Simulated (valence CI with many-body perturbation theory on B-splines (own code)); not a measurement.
# Ni XIV: electric-dipole lines

Calculated by valence CI with perturbative core correlation (CI+MBPT): five valence electrons over a frozen Dirac-Fock core [Ne], radial functions for each j: 9 s, 9 p, 8 d, 6 f, 3 g, 1 h, with the one-electron correlation potential Σ1 (screened to all orders), the two-electron term Σ2, the three-electron term Σ3, Breit, model QED; selected single and double excitations, second order for the rest (own B-spline code, finite nucleus).

No measured spectrum was set against this ion. As an estimate, levels of excited configurations hold to 0.05 to 0.15 % of their energy, terms of the ground configuration to about 0.5 %. Among the levels kept, up to 460 cm⁻¹ of a level comes from second order outside the variational space, and about a tenth of that is noise between levels of different J, which matters for small intervals.

Lines 1 to 50 of 162 in falling wavelength, among levels below 93.504 eV, chosen from the strongest by gf and those to the six lowest levels. Wavelengths and rates use the calculated energies, so an error of 200 cm⁻¹ moves a line at 141.0 nm by 0.28 % and its rate by three times that or more. Electric multipoles are in the length gauge, E1 and E2 with the static RPA response of the core. Weak lines are less certain than strong ones. Lines between different terms over intervals too small for the method are left out, as are lines whose strength nearly cancels. The highest levels of a list are the least certain.

Names give the largest LS component (configuration and term), which can be under half, so a name can repeat, a term be missing and a line seem to break the LS rules; names also repeat where a configuration has a term twice. Letters in brackets count levels of one name in rising energy.

| λ vac (nm) | Upper | Lower | A (s⁻¹) | S (a.u.) |
| --- | --- | --- | --- | --- |
| 141.0 | 3p5 2P°_3/2 | 3s2.3p2.3d 2P_3/2 [c] | 4.10e+05 | 2.27e-03 |
| 102.9 | 3p5 2P°_3/2 | 3s2.3p2.3d 2D_5/2 [b] | 1.17e+06 | 2.51e-03 |
| 86.15 | 3p5 2P°_3/2 | 3s2.3p2.3d 2D_5/2 [a] | 3.28e+06 | 4.14e-03 |
| 75.19 | 3s.3p3.3d 6D°_5/2 | 3s2.3p2.3d 4P_3/2 | 1.26e+06 | 1.59e-03 |
| 72.89 | 3p5 2P°_3/2 | 3s2.3p2.3d 4P_1/2 | 2.53e+06 | 1.93e-03 |
| 71.57 | 3s.3p3.3d 6D°_7/2 | 3s2.3p2.3d 4P_5/2 | 1.96e+06 | 2.83e-03 |
| 70.06 | 3p5 2P°_3/2 | 3s2.3p2.3d 2P_1/2 [a] | 1.11e+07 | 7.53e-03 |
| 62.53 | 3p5 2P°_3/2 | 3s2.3p2.3d 2P_3/2 [b] | 1.00e+08 | 4.85e-02 |
| 47.92 | 3s.3p3.3d 6D°_3/2 | 3s2.3p2.3d 4D_3/2 | 4.07e+06 | 8.85e-04 |
| 46.84 | 3s.3p3.3d 6D°_9/2 | 3s2.3p2.3d 2F_7/2 [a] | 2.42e+06 | 1.23e-03 |
| 46.48 | 3s.3p3.3d 6D°_9/2 | 3s2.3p2.3d 4F_9/2 | 1.56e+07 | 7.72e-03 |
| 45.67 | 3p5 2P°_3/2 | 3s2.3p2.3d 4D_3/2 | 1.01e+07 | 1.90e-03 |
| 45.59 | 3s.3p4 4P_5/2 | 3s2.3p3 2P°_3/2 | 3.58e+06 | 1.00e-03 |
| 45.38 | 3p5 2P°_3/2 | 3s2.3p2.3d 4D_1/2 | 4.79e+06 | 8.83e-04 |
| 44.70 | 3s.3p3.3d 6D°_7/2 | 3s2.3p2.3d 4F_7/2 | 1.10e+07 | 3.89e-03 |
| 44.40 | 3s.3p3.3d 6D°_9/2 | 3s2.3p2.3d 4F_7/2 | 5.35e+06 | 2.31e-03 |
| 43.21 | 3s.3p3.3d 6D°_5/2 | 3s2.3p2.3d 4F_5/2 | 5.56e+06 | 1.33e-03 |
| 43.04 | 3s.3p3.3d 6D°_7/2 | 3s2.3p2.3d 4F_5/2 | 3.92e+06 | 1.23e-03 |
| 42.77 | 3s.3p4 4P_3/2 | 3s2.3p3 2P°_3/2 | 2.09e+07 | 3.23e-03 |
| 41.71 | 3s.3p4 4P_1/2 | 3s2.3p3 2P°_3/2 | 4.44e+06 | 3.18e-04 |
| 40.76 | 3s.3p4 4P_3/2 | 3s2.3p3 2P°_1/2 | 3.06e+05 | 4.09e-05 |
| 40.50 | 3p5 2P°_3/2 | 3s2.3p2.3d 4F_3/2 | 6.82e+06 | 8.95e-04 |
| 39.80 | 3s.3p4 4P_1/2 | 3s2.3p3 2P°_1/2 | 2.51e+07 | 1.56e-03 |
| 39.07 | 3p5 2P°_3/2 | 3s.3p4 2S_1/2 [b] | 2.04e+07 | 2.40e-03 |
| 38.10 | 3s.3p4 4P_5/2 | 3s2.3p3 2D°_5/2 | 4.60e+07 | 7.52e-03 |
| 36.99 | 3s.3p4 4P_5/2 | 3s2.3p3 2D°_3/2 | 3.86e+07 | 5.79e-03 |
| 36.10 | 3s.3p4 4P_3/2 | 3s2.3p3 2D°_5/2 | 1.08e+07 | 1.01e-03 |
| 35.82 | 3p5 2P°_3/2 | 3s.3p4 2S_1/2 [a] | 7.40e+08 | 6.71e-02 |
| 35.17 | 3p5 2P°_3/2 | 3s2.3p2.3d 2P_3/2 [a] | 2.66e+09 | 2.29e-01 |
| 35.11 | 3s.3p4 4P_3/2 | 3s2.3p3 2D°_3/2 | 2.85e+05 | 2.44e-05 |
| 34.40 | 3s.3p4 4P_1/2 | 3s2.3p3 2D°_3/2 | 1.38e+07 | 5.55e-04 |
| 33.89 | 3s.3p4 2D_3/2 | 3s2.3p3 2P°_3/2 | 4.31e+07 | 3.31e-03 |
| 33.47 | 3s.3p4 2D_5/2 | 3s2.3p3 2P°_3/2 | 7.05e+08 | 7.83e-02 |
| 32.61 | 3s.3p4 2D_3/2 | 3s2.3p3 2P°_1/2 | 3.21e+08 | 2.20e-02 |
| 31.61 | 3s.3p4 4P_5/2 | 3s2.3p3 4S°_3/2 | 2.00e+09 | 1.87e-01 |
| 30.23 | 3s.3p4 4P_3/2 | 3s2.3p3 4S°_3/2 | 2.29e+09 | 1.25e-01 |
| 29.71 | 3p5 2P°_3/2 | 3s.3p4 2D_5/2 | 4.88e+09 | 2.53e-01 |
| 29.70 | 3s.3p4 4P_1/2 | 3s2.3p3 4S°_3/2 | 2.46e+09 | 6.35e-02 |
| 29.56 | 3s.3p4 2D_3/2 | 3s2.3p3 2D°_5/2 | 1.15e+07 | 5.86e-04 |
| 29.40 | 3p5 2P°_3/2 | 3s.3p4 2D_3/2 | 1.24e+09 | 6.21e-02 |
| 29.25 | 3s.3p4 2D_5/2 | 3s2.3p3 2D°_5/2 | 3.47e+09 | 2.57e-01 |
| 28.89 | 3s.3p4 2D_3/2 | 3s2.3p3 2D°_3/2 | 4.44e+09 | 2.12e-01 |
| 28.59 | 3s.3p4 2D_5/2 | 3s2.3p3 2D°_3/2 | 1.38e+07 | 9.58e-04 |
| 28.49 | 3s2.3p2.3d 2P_3/2 [a] | 3s2.3p3 2P°_3/2 | 6.74e+08 | 3.08e-02 |
| 28.08 | 3s.3p4 2S_1/2 [a] | 3s2.3p3 2P°_3/2 | 9.29e+04 | 2.03e-06 |
| 27.59 | 3s2.3p2.3d 2P_3/2 [a] | 3s2.3p3 2P°_1/2 | 4.89e+08 | 2.03e-02 |
| 27.20 | 3s.3p4 2S_1/2 [a] | 3s2.3p3 2P°_1/2 | 4.29e+09 | 8.53e-02 |
| 26.36 | 3s.3p4 2S_1/2 [b] | 3s2.3p3 2P°_3/2 | 8.71e+09 | 1.58e-01 |
| 25.75 | 3s2.3p2.3d 4F_3/2 | 3s2.3p3 2P°_3/2 | 9.06e+05 | 3.05e-05 |
| 25.59 | 3s.3p3.3d 6D°_1/2 | 3s.3p4 4P_3/2 | 6.39e+07 | 1.06e-03 |
